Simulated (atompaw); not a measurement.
Building the PAW (atompaw) potential for Nd (Z = 60) (PBEsol, scalar-relativistic).

```
Element                 : Nd
Generator               : atompaw 4.2.0.5
Type                    : PAW
Functional              : PBEsol
Relativity              : scalar-relativistic
Frozen core             : [Kr] 4d10
Valence charge          : 14
Reference configuration : 4f3.5 5s2 5p6 5d0.5 6s2 6p0
Partial waves           : 5s (bound): rc 2.45 bohr; 6s (bound): rc 3.00 bohr; 5p (bound): rc 2.50 bohr; 6p (bound, empty): rc 3.00 bohr; 5d (bound): rc 3.00 bohr; 5d channel at 3.6 Ry: rc 3.00 bohr; 4f (bound): rc 1.00 bohr; 4f channel at 3.25 Ry: rc 1.00 bohr
Local potential         : ultrasoft scheme with l = 4 at 0 Ry, radius 2.55 bohr
Core correction         : smooth core density matched at 1.85 bohr
Augmentation charge     : sinc compensation charge, radius 2.70 bohr; PAW radius 3.00 bohr; waves and projectors: custom polynom vanderbiltortho
```

Calculated quality:

```
Cutoffs needed                                           : 180 Ry and 300 Ry (the cutoffs (Ry, on a coarse ladder) from which the occupation-weighted sum of valence levels, in a spherical-Bessel basis at the reference potential, stays within 10 and 1 mRy of its value at 400 Ry)
Ghost test                                               : no extra level below or beside the all-electron valence levels (s, p, d, f tested) (spherical-Bessel basis up to 400 Ry, 20 bohr box)
Lowest eigenvalue of the overlap operator                : 0.63 (s channel)
Overlap eigenvalues printed by atompaw (projector basis) : 0.0277, 0.499, 1.18, 2.03, 2.45, 34.2, 42.3, 1.89e+04
Share of each valence orbital outside the PAW sphere     : 5s 1 %, 6s 82 %, 5p 3 %, 6p 95 %, 5d 43 %, 4f 2 %
```

Generation and tests took about 18 s on one core of a shared server CPU.
